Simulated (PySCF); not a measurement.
SnMe4, C4H12Sn.
Structure used (PBE0-D3(BJ)/def2-SVP), in Å, numbered top down from 1:
```
atom  x, y, z in Å
Sn1   -0.0041    0.0006    0.0028
C2    -0.0003   -0.0257    2.1595
H3    -1.0263    0.0558    2.5475
H4     0.5880    0.8169    2.5515
H5     0.4396   -0.9628    2.5307
C6     2.0302    0.0101   -0.7132
H7     2.0504   -0.0745   -1.8096
H8     2.5910   -0.8353   -0.2881
H9     2.5356    0.9438   -0.4259
C10   -1.0205    1.7697   -0.6956
H11   -0.9316    1.8576   -1.7883
H12   -0.5832    2.6676   -0.2350
H13   -2.0882    1.7281   -0.4349
C14   -1.0164   -1.7543   -0.7375
H15   -2.0214   -1.8294   -0.2972
H16   -0.4528   -2.6613   -0.4750
H17   -1.1187   -1.7074   -1.8315
```

Theory: PySCF 2.14.0, density-fitted response routines, TDDFT wB97X-D/def2-SVPD, vertical, gas phase, core orbitals frozen in the response, def2 core potentials past Kr. Spin–orbit coupling is left out.

Ground-to-excited transition dipoles (e·a0, same axes as the geometry; the sign carries no meaning), for the states with f of 0.002 or more among the lowest 3:

| state | E (hartree) | μx | μy | μz |
| --- | --- | --- | --- | --- |
| S1 | 0.2693 | -0.584 | -0.142 | 0.608 |
| S2 | 0.2695 | 0.197 | 0.754 | 0.364 |
| S3 | 0.2695 | -0.595 | 0.391 | -0.483 |

**Question.** Work out the oscillator strengths.

**Answer.** f = (2/3) ΔE |μ|² with ΔE in hartree (27.2114 eV).

| state | \|μ\|² (au) | \|μ\| (D) | f |
| --- | --- | --- | --- |
| S1 | 0.731 | 2.17 | 0.131 |
| S2 | 0.740 | 2.19 | 0.133 |
| S3 | 0.740 | 2.19 | 0.133 |

**Question.** What peak molar absorption coefficient would the strongest computed level give as a lone Gaussian band 0.3 eV wide at half height?

**Answer.** ε(max) = 2.175×10⁸ f / FWHM, with the width in cm⁻¹. S1/S2/S3 (f summed): 2.175×10⁸ × 0.3972 / 2420 ≈ 36000 L mol⁻¹ cm⁻¹.

S1/S2/S3 coincide within about 0.01 eV; within a degenerate level the directions of the single components are arbitrary.

The run took 98 s of wall time (grids of density and orbitals included) on one thread of an AMD EPYC, shared host with 64 logical CPUs at a one-minute load of 58, and the process peaked at 0.97 GiB of memory.
